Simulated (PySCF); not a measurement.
How methods differ on the ionisation energy of Sm⁵⁸⁺

Sm⁵⁸⁺ [He] 2s2 (1S) → Sm⁵⁹⁺ [He] 2s1 (2S), as a difference of total energies. All numbers are calculated (PySCF 2.14, scalar relativity by spin-free X2C-1e, in an uncontracted even-tempered set (19 s from 35 bohr⁻², ratio 2.2; 8 p from 54 bohr⁻², ratio 2.4; 5 d from 160 bohr⁻², ratio 2.4; 5 f from 240 bohr⁻², ratio 2.4; 4 g from 360 bohr⁻², ratio 2.4)). Correlated levels: nothing frozen; virtual orbitals above 40 to 60 times the deepest correlated orbital energy dropped. The calculations carry no spin-orbit coupling.

| method | ionisation energy (eV) |
| --- | --- |
| UHF | 13007.2 |
| LDA | 13000.2 |
| PBE | 13014.2 |
| PBE0 | 13012.8 |
| r2SCAN | 13004.9 |
| TPSSh | 13012.7 |
| MN15 | 13027.2 |
| MP2 (all electrons) | 13012.6 |
| SCS-MP2 (all electrons) | 13013.6 |

Problem. How much does correlation contribute at MP2 (all electrons)?

Solution. 13012.6 − (13007.2) = 5.4 eV, measured against UHF.

For this ion Breit and QED terms and the two-electron picture change, all absent here, outweigh the differences among the correlated methods.

For comparison: 12992 ± 6 eV (theoretical estimate listed by NIST; NIST Atomic Spectra Database, ionization energies).
